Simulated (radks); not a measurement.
Spin polarisation of the 5d8 shell in the platinum ion Pt2+. Start: [Xe] 4f14 5d(up 4, down 4); electrons of 5d are moved from spin down to spin up, other shells keep equal spins. Calculated with a radial shooting solver on a logarithmic mesh with Libxc functionals: non-relativistic Kohn-Sham, r2SCAN, spin-polarised, spherical densities, point nucleus; meta-GGA in the generalised Kohn-Sham scheme.

moment (Bohr magnetons),E - E(0) (eV),e(5d up) (eV),e(5d down) (eV),5p down minus up (eV)
0,0.000,-26.796,-26.796,0.000
0.5,-0.053,-27.005,-26.580,0.406
1,-0.213,-27.205,-26.354,0.813
1.5,-0.479,-27.397,-26.119,1.220
2,-0.852,-27.581,-25.875,1.627

At moment 2 the spin-polarisation energy is -0.852 eV and the 5d exchange splitting 1.706 eV, that is 0.853 eV per Bohr magneton; E = -I m^2/4 would give I = 0.852 eV.
